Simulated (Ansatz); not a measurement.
CH4FNOSi (`NC(=O)[SiH2]F`), relaxed with RKS PBE0-D4/def2-TZVP in the Gaussian-basis code of Ansatz from a PBE-D4/def2-SVP geometry. The force threshold is 0.005 eV/Å; the program also tests the step.

Total charge 0; spin multiplicity 1.

Start:

```xyz
9

N     1.557    0.189    0.012
C     0.325    0.535    0.477
O     0.111    1.402    1.328
Si   -1.226   -0.361   -0.212
F    -0.783   -1.492   -1.332
H     2.391    0.663    0.372
H     1.660   -0.539   -0.696
H    -1.924   -1.049    0.921
H    -2.111    0.652   -0.870
```

(1) How much energy does the relaxation release, and in how many steps? (An estimate is asked.)

(2) Which bonds change most? (Estimate.)

(3) Give the relaxed structure. (Best estimate.)

Results:

(1) Ansatz gave: 6.55 kJ/mol, in 7 steps.

(2) Ansatz gave: Si4–F5 from 1.653 to 1.608 Å; Si4–H9 from 1.498 to 1.478 Å; Si4–H8 from 1.498 to 1.478 Å; C2–Si4 from 1.919 to 1.902 Å.

(3) Computed: 
```xyz
9

N     1.552    0.188    0.012
C     0.324    0.519    0.460
O     0.115    1.378    1.300
Si   -1.224   -0.360   -0.212
F    -0.802   -1.461   -1.305
H     2.361    0.665    0.379
H     1.676   -0.528   -0.683
H    -1.906   -1.042    0.909
H    -2.095    0.642   -0.860
```
